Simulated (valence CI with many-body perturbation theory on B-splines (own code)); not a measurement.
E1 transitions of Zr XXXV

Calculated by relativistic CI+MBPT: four valence electrons over a frozen Dirac-Fock core [He], a basis of 11 s, 11 p, 9 d, 7 f, 5 g, 2 h, 1 i functions for each j, with the one-electron correlation potential Σ1, the two-electron term Σ2, the three-electron term Σ3, Breit, model QED; selected CI, second order for the rest (own B-spline code, finite nucleus).

No measured spectrum was set against this ion. As an estimate, large intervals hold to a few tenths of a per cent, small ones and those within an open d or f shell to about a per cent. Among the levels kept, up to 260 cm⁻¹ of a level comes from second order outside the variational space, and about a tenth of that is noise between levels of different J, which matters for small intervals.

Lines 201 to 235 of 235 in falling wavelength, among levels below 2900.6 eV, chosen from the strongest by gf and those to the six lowest levels. Wavelengths and rates use the calculated energies. Electric multipoles are in the length gauge, E1 and E2 with the static RPA response of the core. Weak lines are less certain than strong ones. Lines between different terms over intervals too small for the method are left out, as are lines whose strength nearly cancels. The highest levels of a list are the least certain.

Levels are named by their leading jj configuration (3d3/2^4 stands for four electrons in 3d with j = 3/2), which in mixed levels can hold well under half, so a name can repeat and another be missing. Letters in brackets count levels of one name in rising energy.

```
λ vac (Å)                           Upper                   Lower   A (s⁻¹)  S (a.u.)
    4.593  (2s 2p1/2 2p3/2 3d3/2) J=3 [c]  (2s 2p1/2^2 2p3/2) J=2  5.20e+11  1.74e-04
    4.592      (2s 2p1/2 2p3/2 3p1/2) J=3  (2s^2 2p1/2 2p3/2) J=2  3.53e+12  1.18e-03
    4.583          (2s 2p1/2^2 3p1/2) J=1      (2s^2 2p1/2^2) J=0  5.76e+12  8.21e-04
    4.583  (2s 2p1/2 2p3/2 3p3/2) J=3 [a]  (2s^2 2p1/2 2p3/2) J=2  4.95e+12  1.64e-03
    4.580          (2s^2 2p3/2 3d5/2) J=1  (2s^2 2p1/2 2p3/2) J=1  1.86e+12  2.65e-04
    4.576  (2s 2p1/2 2p3/2 3p3/2) J=1 [a]  (2s^2 2p1/2 2p3/2) J=2  4.39e+11  6.23e-05
    4.572          (2s 2p3/2^2 3p1/2) J=2      (2s^2 2p3/2^2) J=2  1.02e+13  2.40e-03
    4.568  (2s 2p1/2 2p3/2 3p1/2) J=2 [b]  (2s^2 2p1/2 2p3/2) J=2  1.12e+13  2.64e-03
    4.566          (2s 2p3/2^2 3p1/2) J=3      (2s^2 2p3/2^2) J=2  2.75e+13  9.04e-03
    4.556  (2s 2p1/2 2p3/2 3p3/2) J=1 [a]  (2s^2 2p1/2 2p3/2) J=1  2.69e+13  3.77e-03
    4.544  (2s 2p1/2 2p3/2 3p3/2) J=2 [a]  (2s^2 2p1/2 2p3/2) J=1  3.05e+13  7.06e-03
    4.538  (2s 2p1/2 2p3/2 3p3/2) J=2 [b]  (2s^2 2p1/2 2p3/2) J=2  3.03e+13  6.99e-03
    4.534  (2s 2p1/2 2p3/2 3p3/2) J=0 [a]  (2s^2 2p1/2 2p3/2) J=1  3.28e+13  1.51e-03
    4.532  (2s 2p1/2 2p3/2 3p3/2) J=1 [b]  (2s^2 2p1/2 2p3/2) J=2  1.52e+13  2.10e-03
    4.530  (2s 2p1/2 2p3/2 3p1/2) J=2 [c]  (2s^2 2p1/2 2p3/2) J=2  6.18e+12  1.42e-03
    4.527  (2s 2p1/2 2p3/2 3p3/2) J=3 [b]  (2s^2 2p1/2 2p3/2) J=2  2.78e+13  8.90e-03
    4.524          (2s 2p1/2^2 3p3/2) J=1      (2s^2 2p1/2^2) J=0  4.39e+13  6.01e-03
    4.523  (2s 2p1/2 2p3/2 3p1/2) J=1 [b]  (2s^2 2p1/2 2p3/2) J=2  3.68e+13  5.04e-03
    4.519  (2s 2p1/2 2p3/2 3p3/2) J=2 [b]  (2s^2 2p1/2 2p3/2) J=1  1.24e+12  2.83e-04
    4.511  (2s 2p1/2 2p3/2 3p1/2) J=2 [c]  (2s^2 2p1/2 2p3/2) J=1  2.53e+12  5.73e-04
    4.504  (2s 2p1/2 2p3/2 3p1/2) J=1 [b]  (2s^2 2p1/2 2p3/2) J=1  9.88e+12  1.34e-03
    4.501      (2s 2p1/2 2p3/2 3p1/2) J=0  (2s^2 2p1/2 2p3/2) J=1  2.79e+13  1.26e-03
    4.494  (2s 2p1/2 2p3/2 3p1/2) J=1 [c]  (2s^2 2p1/2 2p3/2) J=2  8.35e+12  1.12e-03
    4.481  (2s 2p1/2 2p3/2 3p3/2) J=3 [c]  (2s^2 2p1/2 2p3/2) J=2  1.44e+13  4.48e-03
    4.479  (2s 2p1/2 2p3/2 3p3/2) J=2 [c]  (2s^2 2p1/2 2p3/2) J=2  8.88e+12  1.97e-03
    4.475  (2s 2p1/2 2p3/2 3p1/2) J=1 [c]  (2s^2 2p1/2 2p3/2) J=1  4.19e+12  5.56e-04
    4.468  (2s 2p1/2 2p3/2 3p3/2) J=1 [c]  (2s^2 2p1/2 2p3/2) J=2  6.05e+11  7.99e-05
    4.466  (2s 2p1/2 2p3/2 3p3/2) J=2 [d]  (2s^2 2p1/2 2p3/2) J=2  7.49e+12  1.65e-03
    4.460  (2s 2p1/2 2p3/2 3p3/2) J=2 [c]  (2s^2 2p1/2 2p3/2) J=1  5.59e+12  1.22e-03
    4.449  (2s 2p1/2 2p3/2 3p3/2) J=1 [c]  (2s^2 2p1/2 2p3/2) J=1  1.19e+13  1.55e-03
    4.447  (2s 2p1/2 2p3/2 3p3/2) J=2 [d]  (2s^2 2p1/2 2p3/2) J=1  8.01e+12  1.74e-03
    4.445          (2s^2 2p3/2 3d5/2) J=1      (2s^2 2p1/2^2) J=0  5.34e+11  6.94e-05
    4.440  (2s 2p1/2 2p3/2 3p3/2) J=1 [d]  (2s^2 2p1/2 2p3/2) J=1  1.26e+12  1.63e-04
    4.382  (2s 2p1/2 2p3/2 3p3/2) J=1 [b]      (2s^2 2p1/2^2) J=0  1.47e+12  1.83e-04
    4.313  (2s 2p1/2 2p3/2 3p3/2) J=1 [d]      (2s^2 2p1/2^2) J=0  1.88e+12  2.23e-04
```
